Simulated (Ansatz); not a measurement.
Hg5H18Se5⁻. The state is a doublet with charge -1. Geometry r2SCAN-D4/def2-SVP, loosely relaxed; atoms count from 1.

```xyz
28

Se    1.076   -1.841   -2.984
Hg    3.259   -2.461   -0.231
Se    0.924   -0.186    0.139
Hg    2.856   -0.245    2.806
Se   -0.467   -0.791    3.889
Hg   -1.263    0.022   -4.604
Se    0.160    2.265   -2.555
Hg    0.258    2.170    1.934
Se   -2.741    0.973   -0.084
Hg   -3.678   -0.221    3.014
H     1.793   -0.562   -3.068
H     1.507   -2.203   -4.359
H     2.245   -3.712    0.174
H     4.393   -1.319   -0.657
H     0.186   -1.234    0.867
H     3.199   -1.860    2.646
H     2.656    1.392    3.074
H    -0.674    0.048    5.083
H    -0.303    0.596    2.993
H    -2.497   -0.288   -3.538
H    -0.139    0.313   -5.799
H    -1.024    2.046   -1.679
H    -0.541    3.321   -3.310
H     0.649    3.732    1.341
H    -1.312    0.453    0.005
H    -3.033    0.028   -1.181
H    -3.502    1.347    3.538
H    -3.989   -1.783    2.546
```

In the def2 sets Hg takes a core potential; there is no spin–orbit coupling. Single mean-field runs in def2-TZVP are fitted with def2-universal-jkfit. The geometry of the relaxed charge -1 doublet is only loosely relaxed. In the doublet geometry the species has come apart into loosely held pieces.

(1) Estimate the Mulliken populations from the PBE0/def2-TZVP orbitals of Ansatz.

(2) Where does the spin sit?

(3) And the Mayer bond orders between heavy atoms (over 0.3)?

## Answers

(1) 
```json
{"atom": "Se1", "charge (e)": "-0.25", "spin (α − β)": "0.00", "d electrons": "–"}
{"atom": "Hg2", "charge (e)": "0.16", "spin (α − β)": "0.00", "d electrons": "9.85"}
{"atom": "Se3", "charge (e)": "-0.67", "spin (α − β)": "0.06", "d electrons": "–"}
{"atom": "Hg4", "charge (e)": "0.20", "spin (α − β)": "0.00", "d electrons": "9.85"}
{"atom": "Se5", "charge (e)": "-0.36", "spin (α − β)": "0.33", "d electrons": "–"}
{"atom": "Hg6", "charge (e)": "0.18", "spin (α − β)": "0.00", "d electrons": "9.85"}
{"atom": "Se7", "charge (e)": "-0.30", "spin (α − β)": "0.00", "d electrons": "–"}
{"atom": "Hg8", "charge (e)": "0.09", "spin (α − β)": "0.34", "d electrons": "9.91"}
{"atom": "Se9", "charge (e)": "-0.37", "spin (α − β)": "0.00", "d electrons": "–"}
{"atom": "Hg10", "charge (e)": "0.17", "spin (α − β)": "0.00", "d electrons": "9.85"}
{"atom": "H11", "charge (e)": "0.17", "spin (α − β)": "0.00", "d electrons": "–"}
{"atom": "H12", "charge (e)": "0.11", "spin (α − β)": "0.00", "d electrons": "–"}
{"atom": "H13", "charge (e)": "-0.13", "spin (α − β)": "0.00", "d electrons": "–"}
{"atom": "H14", "charge (e)": "-0.14", "spin (α − β)": "0.00", "d electrons": "–"}
{"atom": "H15", "charge (e)": "0.15", "spin (α − β)": "0.00", "d electrons": "–"}
{"atom": "H16", "charge (e)": "-0.11", "spin (α − β)": "0.00", "d electrons": "–"}
{"atom": "H17", "charge (e)": "-0.13", "spin (α − β)": "0.00", "d electrons": "–"}
{"atom": "H18", "charge (e)": "0.13", "spin (α − β)": "-0.01", "d electrons": "–"}
{"atom": "H19", "charge (e)": "0.11", "spin (α − β)": "0.02", "d electrons": "–"}
{"atom": "H20", "charge (e)": "-0.15", "spin (α − β)": "0.00", "d electrons": "–"}
{"atom": "H21", "charge (e)": "-0.14", "spin (α − β)": "0.00", "d electrons": "–"}
{"atom": "H22", "charge (e)": "0.20", "spin (α − β)": "0.00", "d electrons": "–"}
{"atom": "H23", "charge (e)": "0.12", "spin (α − β)": "0.00", "d electrons": "–"}
{"atom": "H24", "charge (e)": "-0.12", "spin (α − β)": "0.27", "d electrons": "–"}
{"atom": "H25", "charge (e)": "0.20", "spin (α − β)": "0.00", "d electrons": "–"}
{"atom": "H26", "charge (e)": "0.15", "spin (α − β)": "0.00", "d electrons": "–"}
{"atom": "H27", "charge (e)": "-0.13", "spin (α − β)": "0.00", "d electrons": "–"}
{"atom": "H28", "charge (e)": "-0.13", "spin (α − β)": "0.00", "d electrons": "–"}
```
Mulliken values depend strongly on the basis.

(2) Summed by element: Se 0.39, Hg 0.34, H 0.28, of 1 unpaired in all. Largest on single atoms: Hg8 0.34, Se5 0.33, H24 0.27.

(3) Se3–Hg8 0.31 (3.04 Å).
